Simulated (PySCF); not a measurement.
Computed with PySCF and rigid-rotor harmonic-oscillator thermochemistry at 1 bar. The comparison is the NASA 1993 polynomial table, which mixes measured and estimated data. S°(298 K) at PBE0/def2-TZVP differs from the NASA 1993 table for CrO₃ (+11 J/mol/K); whether the harmonic model or the table's entry is off was not settled. 6-31G* has spherical d functions here. All species are closed-shell singlets. The harmonic model lacks anharmonicity and excited electronic states, which grow with temperature; levels with a mode under 35 cm⁻¹ are left out. Strong static correlation: CrO₃. The table's entry may be an old estimate for CrO₃ (not checked at source).

Harmonic frequencies at HF/6-31G* (cm⁻¹): 135, 430, 430, 1149, 1192, 1192. Point group C3v; S°(298 K) = 278.4 J/mol/K at this level.

**Question.** Work out Cp and S° of gaseous CrO₃ at 500, 800, 1200, 1600, 2000 K from these, and set them beside the table.

**Answer.** 
| T (K) | Cp HF/6-31G* | Cp table | S° HF/6-31G* | S° table |
|---|---|---|---|---|
| 500 | 66.5 | 69.0 | 310.0 | 298.6 |
| 800 | 74.7 | 76.6 | 343.3 | 333.1 |
| 1200 | 79.0 | 79.9 | 374.5 | 364.9 |
| 1600 | 80.7 | 81.3 | 397.5 | 388.1 |
| 2000 | 81.6 | 82.1 | 415.7 | 406.3 |
Units J/mol/K.
